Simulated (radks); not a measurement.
The numbers below are computed, except where a source is named.
Problem. Successive ionisation energies (eV) of one element, from differences of total energies of ions in their ground configurations, starting at charge 44: 3582.5, 3671.8, 3793.4, 3886.9, 3978.6, 4168.8, 4267.2, 10059.8, 10310.7, 10555.1, 10896.5, 11155.8. Code: a radial shooting solver on a logarithmic mesh with Libxc functionals. Model: non-relativistic Kohn-Sham, TPSS, spin-polarised, spherical densities, point nucleus; open shells are filled with parallel spins first (spin-orbit coupling, left out, can overturn this in heavy ions); meta-GGA in the generalised Kohn-Sham scheme; relativity is left out, which matters for an element this heavy. Which element is it?

Solution. Promethium (Z = 61). The first species listed is Pm44+ in [Ne] 3s2 3p5, the last Pm55+ in [He] 2s2 2p2.
